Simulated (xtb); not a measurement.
Al(Cl)(GeH3)(H) (AlClGeH₄), SMILES [Cl][AlH][GeH3]. All values are semi-empirical tight-binding results from xtb (GFN2-xTB unless named), good for trends rather than for accurate numbers. Geometry optimised at GFN2-xTB.

For metal compounds this method's bond lengths and energies can be far off.

Computed properties:
| Item | Value |
|---|---|
| orbital gap | 4.30 eV |
| zero-point energy | 18.3 kcal/mol |
| G − E(el) at 298.15 K (modified RRHO) | -1.6 kcal/mol |
